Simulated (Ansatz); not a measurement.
The cluster CdCl4. Charge 0, multiplicity 1. Geometry PBE0-D4/def2-SVP; atoms count from 1.

```xyz
5

Cd   -0.298    0.337   -1.351
Cl    0.458   -0.959    1.203
Cl   -0.918    2.529   -1.283
Cl    0.302   -1.879   -1.603
Cl    0.456   -0.027    3.035
```

In the def2 sets Cd takes a core potential; there is no spin–orbit coupling. In the singlet, Cl2 and Cl5 lie 2.06 Å apart (atoms count from 1), so these atoms are partly bonded to each other. The structure comes from a short search, and lower isomers may exist.

Question: Estimate the Mulliken populations from the PBE0/def2-TZVP orbitals of Ansatz.

Answer: 
| atom | charge (e) | d electrons |
| --- | --- | --- |
| Cd1 | 0.83 | 10.01 |
| Cl2 | 0.03 | – |
| Cl3 | -0.42 | – |
| Cl4 | -0.40 | – |
| Cl5 | -0.03 | – |
Mulliken values depend strongly on the basis.

Question: And the Mayer bond orders between heavy atoms (over 0.3)?

Answer: Cd1–Cl3 0.93 (2.28 Å); Cd1–Cl4 0.81 (2.31 Å); Cl2–Cl5 1.03 (2.06 Å).
